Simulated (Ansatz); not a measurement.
SiFCl3 (SiCl₃F), relaxed as a singlet with RKS PBE-D4/def2-SVP in Ansatz, starting from the GFN2-xTB geometry. Force threshold 0.02 eV/Å.

Start:

Cartesian coordinates in Å:
```
Si -0.0002 -0.0012 0.0012
F 0.9104 -1.2725 0.3873
Cl -1.2363 0.2654 1.5423
Cl -0.9444 -0.5054 -1.6814
Cl 1.2704 1.5136 -0.2494
```

```tsv
step	energy (eV)	largest force component (eV/Å)	SCF passes
1	-48129.8681	1.077	23
2	-48129.9845	0.201	26
3	-48129.9859	0.060	25
4	-48129.9859	0.044	21
5	-48129.9859	0.001	18
```

Force components are those of the run's own axes.

End:

Cartesian coordinates in Å:
```
Si 0.035 -0.050 0.015
F 0.950 -1.328 0.404
Cl -1.271 0.298 1.547
Cl -0.977 -0.481 -1.706
Cl 1.263 1.560 -0.260
```

By distances, no bond broke or formed. The bond that changes most is Si1–Cl5, from 1.99 to 2.04 Å (atoms count from 1).

No frequencies were taken in this run, so the end may be a saddle point.

Run time 3.7 s (4 threads of Arm Neoverse V2 on a shared host).
